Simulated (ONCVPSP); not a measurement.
How hard is this Br ONCV potential?

bromine, optimised norm-conserving Vanderbilt (ONCV), made with ONCVPSP 4.0.1 (PBE, scalar-relativistic). Core [Ar], reference 3d10 4s2 4p4.75 (charge +0.25). Waves: 4s: rc 1.40 bohr, ncon 4, nbas 8, qcut 3.8 1/bohr, 2 projectors, debl 1.8 Ha; 4p: rc 1.75 bohr, ncon 4, nbas 7, qcut 4.2 1/bohr, 2 projectors, debl 2.4 Ha; 3d: rc 1.05 bohr, ncon 3, nbas 8, qcut 18.2 1/bohr, 2 projectors, debl 2.8 Ha. Local part: polynomial inside 0.85 bohr (lpopt 5, dvloc0 3 Ha). Core correction: Teter function, fcfact 4.25, rcfact 1.75.

Question: For each optimised wave give the share of its norm inside rc, the residual kinetic energy above qcut (Ha) and the cutoffs (Ha) for errors of 10, 1, 0.1 and 0.01 mHa per electron.

Answer:

| wave | norm inside rc | residual KE | 10 mHa | 1 mHa | 0.1 mHa | 0.01 mHa |
| --- | --- | --- | --- | --- | --- | --- |
| 4s | 0.362 | 2.2e-02 | 9.5 | 66.2 | 85.9 | 99.6 |
| s projector 2 | 0.144 | 3.3e-02 | 9.7 | 60.8 | 116.0 | 135.8 |
| 4p | 0.403 | 2.0e-03 | 3.6 | 12.1 | 41.9 | 49.8 |
| p projector 2 | 0.102 | 4.5e-03 | 5.8 | 12.5 | 33.3 | 48.2 |
| 3d | 0.929 | 1.7e-08 | 99.9 | 117.1 | 131.2 | 142.6 |
| d projector 2 | 0.023 | 5.0e-09 | 77.1 | 99.6 | 118.4 | 133.4 |

The occupied waves need 117 Ha and 131 Ha for 1 and 0.1 mHa. Note: no bound ghost flagged; GHOST(+) flagged for s at 5.2 eV, p at 171.5 eV.
